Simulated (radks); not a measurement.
The vanadium ion V+, configuration [Ne] 3s2 3p5.75 3d4 4f0.25 (fractional occupations, a model configuration).

Calculated with a radial shooting solver on a logarithmic mesh with Libxc functionals: non-relativistic Kohn-Sham, LDA (Slater exchange, Perdew-Wang correlation), spin-polarised, spherical densities, point nucleus; open shells are filled with parallel spins first.

Energy parts (eV):
total: -25608.851
kinetic: 25574.434
electron-nucleus: -60652.964
Hartree: 10638.324
exchange-correlation: -1168.646

Orbitals (lengths in bohr, moments of r in powers of bohr):
orbital  occ.  eigenvalue (eV)      <r>
1s up       1        -5318.162  0.06717
1s down     1        -5318.067  0.06717
2s up       1        -598.7088   0.3120
2s down     1        -597.2686   0.3116
2p up       3        -506.7414   0.2756
2p down     3        -505.5875   0.2751
3s up       1         -75.4995   0.9627
3s down     1         -71.7380   0.9656
3p up       3         -50.6714    1.028
3p down  2.75         -46.9839    1.034
3d up       4         -12.6291    1.424
4s up       0         -11.3127    3.016
4s down     0          -9.7849    3.211
3d down     0          -9.3965    1.550
4p up       0          -7.1970    3.743
4p down     0          -6.1683    4.111
4f up    0.25          -1.7456    11.98
4f down     0          -1.6364    12.41

The highest occupied level is 4f up at -1.746 eV. The configuration is held as typed, so some empty levels lie below it. Spin moment in Bohr magnetons: 4.5. The spin density at the nucleus is -0.7125 e/bohr^3 (1s -0.0950, 2s -0.9915, 3s 0.3740), a Fermi contact field of -37.4 T. Virial ratio -V/T = 2.00135. The electron density at the nucleus is 8136 e/bohr^3. The density falls to 0.001 e/bohr^3 at r = 3.47 bohr.
